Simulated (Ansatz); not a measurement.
Reaction (ligand exchange at a W–O bond): `C[O][W](=[O])([Cl])([Cl])[Cl]` + H–F → `[O]=[W]([F])([Cl])([Cl])[Cl]` + CH₃OH

Isolated molecules relaxed with PBE0-D4/def2-TZVP in Ansatz; ΔE leaves out vibrations. CBS: MP2 limit from def2 TZ/QZ plus the TZ coupled-cluster correction, frozen cores. This one scheme is used for every species. def2 core potentials past Kr. For W outer-core shells are correlated without core-valence functions, which leaves a few kJ/mol of doubt a bond. Each species was taken in one conformer, which may not be the lowest.

| species | CCSD(T)/CBS(def2) energy (Eh) |
| --- | --- |
| `C[O][W](=[O])([Cl])([Cl])[Cl]` | -1636.71239 |
| H–F | -100.39570 |
| `[O]=[W]([F])([Cl])([Cl])[Cl]` | -1621.48342 |
| CH₃OH | -115.61712 |

Q: Work out ΔE.

A: ΔE = (-1621.48342) + (-115.61712) − (-1636.71239) − (-100.39570) = 0.00755 Eh = +19.8 kJ/mol.

Largest T1 diagnostic among the species: 0.021, so the coupled-cluster value is less sure than usual.

At CCSD(T), def2-SVP lies −3.6 kJ/mol from the extrapolated value and def2-TZVPP +0.1 kJ/mol. The D4 term adds +12.8 kJ/mol with B3LYP and +7.4 kJ/mol with PBE0; it sums over pairs of atoms, weighted by their polarisabilities, and B3LYP, whose exchange is more repulsive, gets the larger term. From BLYP to BHLYP (50 % exact exchange), in def2-TZVPP and without D4, ΔE moves by +6.2 kJ/mol.

B3LYP here is the variant with VWN-RPA as its local correlation; programs differ in this.
